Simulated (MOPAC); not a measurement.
Input file for MOPAC: AM1 on GeH3ITe (SMILES [GeH3][Te]I), a point of a torsion scan.

```
AM1 1SCF PRECISE CHARGE=0 THREADS=1
GeH3ITe

Ge    -0.75835295 1     0.03725254 1     0.03402498 1
Te     1.37506706 1     1.37394422 1    -0.06527369 1
I      2.05795672 1     1.06053221 1     2.51385464 1
H     -1.02860634 1    -0.51496556 1     1.39541685 1
H     -1.95025063 1     0.85644417 1    -0.36177343 1
H     -0.73902790 1    -1.11721978 1    -0.92248184 1
```

It printed:

```
*******************************************************************************
 **                                                                           **
 **                              MOPAC v23.2.5                                **
 **                                                                           **
 *******************************************************************************
 ** MOPAC's Digital Object Identifier: https://doi.org/10.5281/zenodo.6511958 **
 **                                                                           **
 ** Please cite the open-source release paper for use of this MOPAC version:  **
 ** J. E. Moussa and J. J. P. Stewart (2026)                                  **
 ** MOPAC: An open-source semiempirical molecular orbital program             **
 ** J. Open Source Softw., 11(119), 8025, https://doi.org/10.21105/joss.08025 **
 *******************************************************************************

                              AM1 CALCULATION RESULTS

 *******************************************************************************
 *  AM1        - The AM1 Hamiltonian to be used
 *
 *
 *
 *                 CHARGE ON SYSTEM = 0
 *
 *
 *
 *  PRECISE    - TIGHTER CRITERIA TO BE USED
 *  1SCF       - DO 1 SCF AND THEN STOP
 *  THREADS=1  - MULTI-THREADING NOT USED
 *  T=         - A TIME OF 172800.0 SECONDS REQUESTED
 *  DUMP=N     - RESTART FILE WRITTEN EVERY 7200.0 SECONDS REQUESTED
 *******************************************************************************
AM1 1SCF PRECISE CHARGE=0 THREADS=1
 GeH3ITe

   ATOM   CHEMICAL          X               Y               Z
  NUMBER   SYMBOL      (ANGSTROMS)     (ANGSTROMS)     (ANGSTROMS)

     1      Ge         -0.75835295  *   0.03725254  *   0.03402498  *
     2      Te          1.37506706  *   1.37394422  *  -0.06527369  *
     3       I          2.05795672  *   1.06053221  *   2.51385464  *
     4       H         -1.02860634  *  -0.51496556  *   1.39541685  *
     5       H         -1.95025063  *   0.85644417  *  -0.36177343  *
     6       H         -0.73902790  *  -1.11721978  *  -0.92248184  *



          CARTESIAN COORDINATES

    NO.       ATOM           X           Y           Z

     1        Ge         -0.7584      0.0373      0.0340
     2        Te          1.3751      1.3739     -0.0653
     3         I          2.0580      1.0605      2.5139
     4         H         -1.0286     -0.5150      1.3954
     5         H         -1.9503      0.8564     -0.3618
     6         H         -0.7390     -1.1172     -0.9225

  H: (AM1): M.J.S. DEWAR ET AL, J. AM. CHEM. SOC. 107 3902-3909 (1985)
 Ge: (AM1): M.J.S.Dewar and C.Jie, Organometallics, 8, 1544, (1989)
 Te: (AM1): J. J. P. STEWART, J. MOL. MOD., 10, 155-164 (2004)
  I: (AM1): M.J.S. DEWAR AND E. G. ZOEBISCH, THEOCHEM, 180, 1 (1988).

           Empirical Formula: H3 Ge Te I  =     6 atoms



      MOLECULAR POINT GROUP   :   Cs


      RHF CALCULATION, NO. OF DOUBLY OCCUPIED LEVELS = 10


 -------------------------------------------------------------------------------
 AM1 1SCF PRECISE CHARGE=0 THREADS=1
 GeH3ITe



     1SCF WAS SPECIFIED, SO BFGS WAS NOT USED
     SCF FIELD WAS ACHIEVED


                              AM1 CALCULATION
                                                       MOPAC v23.2.5 Linux




          FINAL HEAT OF FORMATION =         24.49910 KCAL/MOL =     102.50423 KJ/MOL


          COSMO AREA              =        147.22 SQUARE ANGSTROMS
          COSMO VOLUME            =        147.09 CUBIC ANGSTROMS

          IONIZATION POTENTIAL    =          7.637133 EV
          HOMO LUMO ENERGIES (EV) =         -7.637 -2.317
          NO. OF FILLED LEVELS    =         10
          MOLECULAR WEIGHT        =        330.1182         POINT GROUP:  Cs

          MOLECULAR DIMENSIONS (Angstroms)

            Atom       Atom       Distance
            H     5    I     3     4.93727
           Te     2    H     4     3.17646
            I     3    H     6     2.30234


          SCF CALCULATIONS        =          1





   ATOM   CHEMICAL          X               Y               Z
  NUMBER   SYMBOL      (ANGSTROMS)     (ANGSTROMS)     (ANGSTROMS)

     1      Ge         -0.75835295  *   0.03725254  *   0.03402498  *
     2      Te          1.37506706  *   1.37394422  *  -0.06527369  *
     3       I          2.05795672  *   1.06053221  *   2.51385464  *
     4       H         -1.02860634  *  -0.51496556  *   1.39541685  *
     5       H         -1.95025063  *   0.85644417  *  -0.36177343  *
     6       H         -0.73902790  *  -1.11721978  *  -0.92248184  *

                             CARTESIAN COORDINATES

   1   Ge       -0.758352950     0.037252540     0.034024980
   2   Te        1.375067060     1.373944220    -0.065273690
   3    I        2.057956720     1.060532210     2.513854640
   4    H       -1.028606340    -0.514965560     1.395416850
   5    H       -1.950250630     0.856444170    -0.361773430
   6    H       -0.739027900    -1.117219780    -0.922481840


           Empirical Formula: H3 Ge Te I  =     6 atoms



      MOLECULAR POINT GROUP   :   Cs


                  EIGENVALUES
 -30.88594 -23.46301 -15.22333 -12.33853 -12.13011 -11.60221 -11.02222 -10.93471
  -9.84577  -7.63713  -2.31705  -2.02761   0.52064   0.54344   2.67750


              NET ATOMIC CHARGES AND DIPOLE CONTRIBUTIONS

  ATOM NO.   TYPE          CHARGE      No. of ELECS.   s-Pop       p-Pop
    1         Ge          -0.459366        4.4594     0.94242     3.51695
    2         Te           0.210667        5.7893     1.95885     3.83048
    3          I          -0.085385        7.0854     1.98488     5.10050
    4          H           0.111027        0.8890     0.88897
    5          H           0.111537        0.8885     0.88846
    6          H           0.111519        0.8885     0.88848
 DIPOLE           X         Y         Z       TOTAL
 POINT-CHG.     0.231     0.459    -1.116     1.229
 HYBRID        -1.117    -0.730     0.159     1.344
 SUM           -0.885    -0.271    -0.957     1.332


          ATOMIC ORBITAL ELECTRON POPULATIONS

     Atom    s        px        py        pz
    1 Ge   0.94242   1.17059   1.17253   1.17383
    2 Te   1.95885   1.18410   1.66344   0.98294
    3  I   1.98488   1.92580   1.98558   1.18912
    4  H   0.88897
    5  H   0.88846
    6  H   0.88848

 **********************
 *                    *
 * JOB ENDED NORMALLY *
 *                    *
 **********************




 == MOPAC DONE ==
```

The run finished.

Cost: roughly 0.06 core-seconds.
